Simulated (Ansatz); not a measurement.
Ansatz (a first-principles code) input (B3LYP/6-311+G**): The .json file is the Basis Set Exchange's 6-311+G**.

Ansatz 0.2 input:
```yaml
crystal:
  periodic: [false, false, false]
  atoms:
    - {symbol: C, position_ang: [-1.85426700, 0.16959900, 0.15915300]}
    - {symbol: C, position_ang: [-0.42817500, -0.14043400, -0.20349900]}
    - {symbol: O, position_ang: [-0.07230800, -0.83388000, -1.12113600]}
    - {symbol: O, position_ang: [0.42913400, 0.46702700, 0.64298700]}
    - {symbol: C, position_ang: [1.82311300, 0.23895900, 0.38704500]}
    - {symbol: H, position_ang: [-2.52230600, -0.33652100, -0.53162400]}
    - {symbol: H, position_ang: [-2.02171500, 1.24668600, 0.11879400]}
    - {symbol: H, position_ang: [-2.05722800, -0.15398600, 1.18076000]}
    - {symbol: H, position_ang: [2.09238000, 0.59834500, -0.60548000]}
    - {symbol: H, position_ang: [2.35607600, 0.79512600, 1.15308000]}
    - {symbol: H, position_ang: [2.05416200, -0.82357000, 0.45347300]}
basis:
  gaussian:
    orbitals: 6-311+G__.json
hamiltonian:
  xc: {name: B3LYP}
output: {forces: true}
```

Output:

```
Functional definition: B3LYP
integrals: 0.07 GiB planned
1184 factors; their error is unknown
mean field: 0.60 GiB planned
mean field evaluation 1: about -7295.6283 eV, gradient 7.2e1 eV
mean field evaluation 2: about -7288.8611 eV, gradient 9.3e1 eV
mean field evaluation 4: about -7305.5499 eV, gradient 5.0e0 eV
mean field evaluation 8: about -7305.6008 eV, gradient 3.2e-1 eV
mean field evaluation 16: about -7305.5675 eV, gradient 1.0e-4 eV
mean field -7305.56747047 eV, -268.4746526481 hartree, gradient 2.0e-5 eV, S^2 0.000000; 0 other end points of the search recorded, 0 dependent functions left out
the calculation of the forces begins
reference -7305.56778837 eV, -268.4746643308 hartree; 20, 20 occupied and 126, 126 virtual orbitals, 1184 factors
Total energy: -7305.56778837 eV, -268.4746643308 hartree
Atom 0 at    -1.854267     0.169599     0.159153 Å, force    -0.025377     0.014280     0.018278 eV/Å
Atom 1 at    -0.428175    -0.140434    -0.203499 Å, force    -0.135247     0.059045     0.073528 eV/Å
Atom 2 at    -0.072308    -0.833880    -1.121136 Å, force     0.085859    -0.136720    -0.179905 eV/Å
Atom 3 at     0.429134     0.467027     0.642987 Å, force     0.003746     0.051554     0.069597 eV/Å
Atom 4 at     1.823113     0.238959     0.387045 Å, force     0.087387     0.000464     0.003845 eV/Å
Atom 5 at    -2.522306    -0.336521    -0.531624 Å, force    -0.041612    -0.025200    -0.034637 eV/Å
Atom 6 at    -2.021715     1.246686     0.118794 Å, force    -0.017730     0.054107    -0.003013 eV/Å
Atom 7 at    -2.057228    -0.153986     1.180760 Å, force    -0.019663    -0.017021     0.050837 eV/Å
Atom 8 at     2.092380     0.598345    -0.605480 Å, force     0.019718     0.024793    -0.045515 eV/Å
Atom 9 at     2.356076     0.795126     1.153080 Å, force     0.025285     0.026005     0.035795 eV/Å
Atom 10 at     2.054162    -0.823570     0.453473 Å, force     0.017634    -0.051309     0.011189 eV/Å
Dipole moment:     0.017004     0.234310     0.314288 e Å
```

The geometry given is a B3LYP-D3(BJ)/def2-TZVP minimum.
